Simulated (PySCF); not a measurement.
C4H6BN, SMILES `B/C=C(/C)C#N`, neutral singlet in the gas phase. 

Cartesian coordinates (Å):
SMILES: B/C=C(/C)C#N
```xyz
12

B      2.1556    -0.3088     0.2251
C      0.6728    -0.7098     0.2005
C     -0.3380     0.1360    -0.0550
C     -1.7848    -0.2467    -0.0785
C     -0.0940     1.5260    -0.3345
N      0.0168     2.6426    -0.5652
H      2.4724     0.8145     0.0024
H      2.9903    -1.1208     0.4672
H      0.3774    -1.7359     0.3988
H     -1.9044    -1.3062     0.1338
H     -2.3430     0.3328     0.6588
H     -2.2213    -0.0236    -1.0534
```
Charge 0, multiplicity 1.

All levels are single points at this geometry (CAM-B3LYP-D3(BJ)/def2-TZVP); Pople sets use spherical d functions. Orbital energies aren't observables, and empty levels follow the basis.

PBE-D3(BJ)/def2-TZVP in PySCF gives gap (eV) = 3.69.

Q: Estimate the gap (eV) from each of these levels: CAM-B3LYP-D3(BJ)/def2-TZVP in PySCF; TPSSh-D3(BJ)/def2-TZVP in PySCF; B3LYP/6-31G* in PySCF; BP86/6-31G* in PySCF; SVWN5/6-31G* in PySCF.

A: 
```csv
level,gap (eV)
CAM-B3LYP-D3(BJ)/def2-TZVP in PySCF,7.97
TPSSh-D3(BJ)/def2-TZVP in PySCF,4.60
B3LYP/6-31G* in PySCF,5.28
BP86/6-31G* in PySCF,3.73
SVWN5/6-31G* in PySCF,3.67
```
